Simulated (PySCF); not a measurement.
Si(F)2(I)(OH) (F2HIOSi), SMILES O[Si](F)(F)I. Geometry: PBE-D3(BJ)/def2-SVP. The structure was generated by enumeration, and PubChem lists no compound with its InChIKey, so it may never have been made. The def2 effective core potentials stand for the cores of I; spin–orbit coupling is left out. Other conformers were not sampled.

Computed with PBE-D3(BJ)/def2-SVP (PySCF).

Harmonic wavenumbers (cm⁻¹): 109, 171, 188, 229, 312, 316, 430, 746, 846, 934, 968, 3743. Rotational constants (GHz): 3.897, 1.097, 1.089; symmetry number 1.

Problem. Work out the zero-point energy and the ideal-gas rigid-rotor harmonic-oscillator thermochemistry at 298.15 K and 1 atm.

Solution. ZPE = ½ Σ hcν = ½ × 8990 cm⁻¹ = 12.85 kcal/mol. H − E(el) = 17.58 kcal/mol. Entropy in cal/(mol K): translation 41.93, rotation 28.63, vibration 14.06, total 84.61. G − E(el) = -7.64 kcal/mol. Cp = 22.31 cal/(mol K). Modes under 150 cm⁻¹ make the vibrational entropy uncertain.
